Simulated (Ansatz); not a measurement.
`O[SiH2]O[Si](O)(O)O` → 6 H• + 5 O• + 2 Si•  (atomization)

Gas-phase electronic energies from Ansatz, PBE0-D4/def2-TZVP geometries. CCSD(T)/CBS adds triple-zeta CCSD(T) − MP2 to the extrapolated MP2 energy (def2 sets, frozen cores). This one scheme is used for every species, atoms too. Functionals use def2-TZVPP. Open shells (•) are unrestricted, without spin–orbit coupling. Spin–orbit coupling would lower the free atoms: a little for O, Si. One conformer a species, not always the lowest.

```csv
level,ΔE (kcal/mol),difference from CCSD(T)/CBS
PBE-D4,1285.1,-3.3
ωB97X-V,1279.4,-9.0
ωB97M-V,1282.1,-6.3
PBE,1277.3,-11.1
SCS-MP2/def2-TZVPP,1272.0,-16.4
CCSD/def2-TZVPP,1226.3,-62.1
MP2/def2-QZVPP,1311.5,23.1
SCS-MP2/def2-QZVPP,1300.4,12.0
HF/CBS(def2),911.1,-377.3
CCSD/CBS(def2),1268.9,-19.5
CCSD(T)/CBS,1288.4,0
```

Largest T1 diagnostic among the species: 0.012.

The D4 term adds +12.5 kcal/mol with B3LYP and +6.6 kcal/mol with PBE0; it sums over pairs of atoms, weighted by their polarisabilities, and B3LYP, whose exchange is more repulsive, gets the larger term. From PBE to PBE0 (25 % exact exchange), in def2-TZVPP and without D4, ΔE moves by −28.0 kcal/mol: exact exchange takes away binding that semilocal exchange gives to molecules. In def2-TZVPP, CCSD(T) changes the Hartree–Fock value by +339.4 kcal/mol (the triples alone add +19.6 kcal/mol) and MP2 by +379.2 kcal/mol; breaking electron pairs costs correlation energy, which Hartree–Fock lacks.

B3LYP here is the variant with VWN-RPA as its local correlation; programs differ in this.

For atomizations the MP2-based limit and the directly extrapolated one differ by several kJ/mol either way, and by 10 to 25 for some Ge, Se and Sn compounds, so smaller differences from it don't rank the levels.
